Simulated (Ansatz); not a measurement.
[B(NMe2)H3]- (C₂H₉BN⁻). Charge -1, multiplicity 1. Geometry PBE0-D4/def2-SVPD, basis def2-TZVPD, Ansatz.

```json
{"run": "A", "HOMO (eV)": "-0.53", "LUMO (eV)": "3.74"}
{"run": "B", "HOMO (eV)": "-3.09", "LUMO (eV)": "4.82"}
{"run": "C", "HOMO (eV)": "-1.71", "LUMO (eV)": "4.06"}
{"run": "D", "HOMO (eV)": "-1.87", "LUMO (eV)": "4.18"}
{"run": "E", "HOMO (eV)": "-3.60", "LUMO (eV)": "4.88"}
{"run": "F", "HOMO (eV)": "0.52", "LUMO (eV)": "3.21"}
```

LC-ωPBE has ω = 0.4 bohr⁻¹.

Question: The runs used BHLYP, CAM-B3LYP, HF, LC-ωPBE, LDA (SPW92), PBE0. Estimate which is which.

Answer: A PBE0 (25 % exact exchange); B LC-ωPBE (range-separated); C BHLYP (50 % exact exchange); D CAM-B3LYP (range-separated); E HF (100 % exact exchange); F LDA (SPW92) (0 % exact exchange). Exact exchange lowers occupied and raises empty levels; among semilocal functionals meta-GGAs tend to open the gap a little, and such runs are hard to tell apart. The gap grows from 2.70 eV (LDA (SPW92)) to 8.48 eV (HF). At LDA (SPW92)/def2-TZVPD the highest occupied level of the charge -1 singlet lies above zero (up to 0.52 eV). By energy differences its removal costs 2.40 eV (vertical, to the charge 0 doublet, at PBE0-D4/def2-TZVPD).
